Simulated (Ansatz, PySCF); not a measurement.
Gas-phase reaction (SMILES): [F][In]([F])[Cl] + F (HF) -> [F][In]([F])[F] + Cl (HCl); hydrogen fluoride cleaves one In-Cl bond, a model of a ligand-exchange step.

Geometries: B3LYP-D3(BJ)/def2-TZVP minima from Ansatz (an electronic-structure program). Cores are frozen in the correlated levels unless marked. Spin-orbit coupling is left out. The frozen core is the preceding noble-gas configuration, with the filled d and f shells of earlier blocks. Past Kr the def2 sets carry scalar-relativistic core potentials. Basis-set limits of correlation are two-point, X^-3; Hartree-Fock from the larger set. The bracket is a focal-point correction in the basis named. Thermal terms are rigid-rotor harmonic-oscillator values from B3LYP-D3(BJ) frequencies (Ansatz or PySCF) at 298.15 K and 1 atm. 1 Eh = 627.5095 kcal/mol.

```
species           E, RI-MP2/CBS(def2-TZVPPD,def2-QZVPPD)+[CCSD(T)-MP2]/def2-TZVPPD (Ansatz) (Eh)  E, wB97X-V/def2-TZVPD (Ansatz) (Eh)  H - E (Eh)
----------------  ------------------------------------------------------------------------------  -----------------------------------  ----------
[F][In]([F])[Cl]                                                                      -848.75399                           -850.07683     0.01095
F (HF)                                                                                -100.39405                           -100.45520     0.01259
[F][In]([F])[F]                                                                       -488.74736                           -489.75976     0.01133
Cl (HCl)                                                                              -460.37863                           -460.74931     0.01000
```

**Question.** Work out ΔE and ΔH at 298.15 K at the first level, then ΔH at the second.

**Answer.** 
1. ΔE = [(-488.74736) + (-460.37863)] - [(-848.75399) + (-100.39405)] = 0.02205 Eh = 13.8 kcal/mol at RI-MP2/CBS(def2-TZVPPD,def2-QZVPPD)+[CCSD(T)-MP2]/def2-TZVPPD.
2. The terms H - E add up to -0.00221 Eh, so ΔH = (0.02205 + (-0.00221))×627.5095 = 12.4 kcal/mol.
3. At wB97X-V/def2-TZVPD the same steps give ΔE = 14.4 and ΔH = 13.0 kcal/mol, a shift of +0.6 from the first level.
4. These values are not checked against measurement here, since the tables used lack a sound gas-phase enthalpy of formation for at least one species.
